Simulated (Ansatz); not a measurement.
`OBCCCl` + H₂ → `CCBO` + HCl  (hydrogenolysis of a C–Cl bond)

Gas-phase electronic energies from Ansatz, PBE0-D4/def2-TZVP geometries. CCSD(T)/CBS adds triple-zeta CCSD(T) − MP2 to the extrapolated MP2 energy (def2 sets, frozen cores). This one scheme is used for every species. DFT in def2-TZVPP. B3LYP here is the variant with VWN-RPA as its local correlation; programs differ in this. One conformer a species, not always the lowest.

**Question.** Is it downhill or uphill in electronic energy at CCSD(T)/CBS, and by how much? (Estimate.)

**Answer.** Computed: Downhill: ΔE = -69.1 kJ/mol.

**Question.** What do these levels give: PBE-D4, B3LYP-D4, ωB97X-V, PBE, MP2/def2-TZVPP, HF/def2-QZVPP? (An estimate is asked.)

**Answer.** Ansatz gave: PBE-D4 -64.7, B3LYP-D4 -68.0, ωB97X-V -68.3, PBE -69.9, MP2/def2-TZVPP -67.3, HF/def2-QZVPP -85.3 kJ/mol.

Largest T1 diagnostic among the species: 0.011.

From PBE to PBE0 (25 % exact exchange), in def2-TZVPP and without D4, ΔE moves by −4.4 kJ/mol. The D4 term adds +8.3 kJ/mol with B3LYP and +4.4 kJ/mol with PBE0; it sums over pairs of atoms, weighted by their polarisabilities, and B3LYP, whose exchange is more repulsive, gets the larger term.
